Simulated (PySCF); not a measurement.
Bonds: Si1-N2, Si1-N5, Si1-N8, Si1-N11, N2-C3, N2-C4, N5-C6, N5-C7, N8-C9, N8-C10, N11-Si12. C3 carries H13, H14, H15; C4 carries H16, H17, H18; C6 carries H19, H20, H21; C7 carries H22, H23, H24; C9 carries H25, H26, H27; C10 carries H28, H29, H30; N11 carries H31; Si12 carries H32, H33, H34.

Geometry: PBE0-D3(BJ)/def2-SVP; GIAO shifts from PySCF 2.14.0 with density-fitted response routines, gas phase, non-relativistic, averaged over equivalent atoms.

At PBE0/pcSseg-1 (328 basis functions):
```csv
atoms,δ (ppm)
Si1,-33.3
Si12,-56.6
N2/N5/N8,30.1
N11,18.8
C3/C4/C6/C7/C9/C10,38.3
H32/H33/H34,4.52
H13/H14/H15/H16/H17/H18/H19/H20/H21/H22/H23/H24/H25/H26/H27/H28/H29/H30,2.47
H31,-0.09
```

Shifts are taken against calculated references (same method and geometry level): $^{29}$Si (351.99 ppm) and $^{13}$C (184.41 ppm) and $^{1}$H (31.27 ppm) vs TMS; $^{15}$N (265.67 ppm) vs NH3.

Q: Predict the values at KT2/pcSseg-1 on the same geometry.

A: 
```csv
atoms,δ at KT2/pcSseg-1,change
Si1,-34.7,-1.4
Si12,-56.9,-0.3
N2/N5/N8,39.5,+9.4
N11,21.2,+2.4
C3/C4/C6/C7/C9/C10,39.8,+1.5
H32/H33/H34,4.65,+0.13
H13/H14/H15/H16/H17/H18/H19/H20/H21/H22/H23/H24/H25/H26/H27/H28/H29/H30,2.62,+0.15
H31,0.04,+0.13
```

References, each an isolated molecule treated in the same way: $^{29}$Si (σ = 361.05 ppm) and $^{13}$C (σ = 183.22 ppm) and $^{1}$H (σ = 31.18 ppm) vs TMS; $^{15}$N (σ = 264.30 ppm) vs NH3.

The largest change is at N2/N5/N8 (nitrogen bonded to 2 C, Si). Cost: 328 basis functions.

Experimental scales use liquid or dissolved standards, which lie at an offset from isolated NH3 (liquid NH3: subtract about 20 ppm).
